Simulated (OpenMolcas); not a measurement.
# Ar5+: effect of the level shift or regulariser

```
Program             : OpenMolcas 26.06
Basis               : ANO-R2 [5s4p3d1f]
Scalar Hamiltonian  : X2C, finite nucleus
Active space        : 3 electrons in 9 orbitals (RAS2 3s 3p; RAS3 3d, at most 2 electrons)
State averaging     : 2S+1 = 4 odd, 1 root; 2S+1 = 2 odd, 11 roots; 2S+1 = 4 even, 3 roots; 2S+1 = 2 even, 9 roots
Spin-orbit coupling : RASSI with atomic mean-field integrals over the reference wave functions, term energies averaged over their components
```

Methods on the same reference wave functions:
A. RASSCF
B. MS-RASPT2, IPEA 0.25 Eh, imaginary shift 0.1 Eh (closed shells correlated: 2s 2p)
C. MS-RASPT2, IPEA 0.25 Eh, sigma2 regulariser 0.3 Eh (closed shells correlated: 2s 2p)

Energies in cm⁻¹ above 3s² 3p ²P°_1/2, the measured ground level; measured values from Saloman, J. Phys. Chem. Ref. Data 39, 033101 (2010).

```tsv
Level	A	B	C	Measured
3s² 3p ²P°_1/2	0.0	0.0	0.0	0.0
3s² 3p ²P°_3/2	2031	2035	2035	2208
3s 3p² ⁴P_1/2	98116	99667	99667	100158
3s 3p² ⁴P_3/2	98847	100400	100400	100958
3s 3p² ⁴P_5/2	100000	101551	101551	102192
3s 3p² ²D_3/2	133086	132591	132591	132463
3s 3p² ²D_5/2	133163	132670	132670	132575
3s 3p² ²S_1/2	172884	170070	170070	169804
3s 3p² ²P_1/2	185913	182357	182357	182182
3s 3p² ²P_3/2	187198	183638	183638	183577
```

Deviations, from unrounded energies. A percentage is the sum of absolute deviations over the sum of measured energies, with the sign that they share, or ± where signs differ.

| Against measurement | Levels | A | B | C |
| --- | --- | --- | --- | --- |
| mean absolute deviation (cm-1) | 9 | 2000 | 290 | 290 |
| fine structure of the ground term (%) | 1 | -8.0 | -7.8 | -7.8 |
| other configurations (%) | 8 | ±1.6 | ±0.2 | ±0.2 |

B, C lie about equally close to measurement and A furthest from it. The largest miss of B in the table is 3s 3p² ⁴P_5/2, by -640 cm-1. The ranking rests on the paired levels alone, and a cruder setting can come out closer through cancelling errors.

Between B and C no level of the table moves by more than 5 cm-1.

The two smallest mean deviations differ by little beside CASPT2's spread within terms, so their order carries little weight.

The lowest spin-free term lies below A's lowest term by 0.191 hartree in B, 0.191 hartree in C.

Active for correlation alone: 3d; no level in the range computed is led by a configuration that fills it, so any true level of that kind is missing. Some terms mix strongly with configurations of 3d, whose occupation reaches 0.16 (3s 3p² ²D). Measured partners are found by configuration, term and J. A level has none where our copy of the source lacks it or the pairing is in doubt (some pairs that miss far off the trend of their configuration count as doubtful), and it then counts in no deviation. Levels of configurations outside the active space are missing. The table leaves out levels that lie high or whose names do not pair safely across all columns.

° marks odd parity.
